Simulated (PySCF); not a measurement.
C4H4ClF, SMILES C=C/C=C(\F)Cl.

Geometry: r2SCAN-D4/def2-SVP. Other conformers were not sampled.

All values below come from TDA-PBE/def2-SVPD (PySCF).

Vertical excitations.  State labels are in the subgroup Cs.

Computed excitation energies, oscillator strengths and character:
| state | symmetry | energy (eV) | λ (nm) | f | main pairs |
|---|---|---|---|---|---|
| S1 | A" | 5.39 | 230 | 0.000 | HOMO→LUMO+1 99 % |
| S2 | A' | 5.60 | 221 | 0.837 | HOMO→LUMO 71 %, HOMO−1→LUMO 13 % |
| S3 | A" | 5.90 | 210 | 0.003 | HOMO→LUMO+2 99 % |
| S4 | A" | 6.16 | 201 | 0.000 | HOMO−2→LUMO 100 % |
| S5 | A' | 6.18 | 201 | 0.251 | HOMO→LUMO+3 48 %, HOMO−1→LUMO 31 %, HOMO→LUMO 15 % |
| S6 | A" | 6.47 | 191 | 0.005 | HOMO→LUMO+4 99 % |
| S7 | A" | 6.57 | 189 | 0.002 | HOMO→LUMO+5 99 % |
| S8 | A" | 6.90 | 180 | 0.001 | HOMO−3→LUMO 99 % |
| S9 | A' | 7.15 | 173 | 0.058 | HOMO−4→LUMO 57 %, HOMO−1→LUMO 20 %, HOMO→LUMO+3 9 % |
| S10 | A" | 7.31 | 170 | 0.013 | HOMO→LUMO+6 97 % |
| T1 | A' | 2.96 | 419 | 0 | HOMO→LUMO 98 % |
| T2 | A" | 5.02 | 247 | 0 | HOMO→LUMO+1 100 % |
| T3 | A' | 5.09 | 244 | 0 | HOMO−1→LUMO 57 %, HOMO→LUMO+3 39 % |
| T4 | A" | 5.78 | 215 | 0 | HOMO→LUMO+2 100 % |
Triplets are in the Tamm–Dancoff approximation.
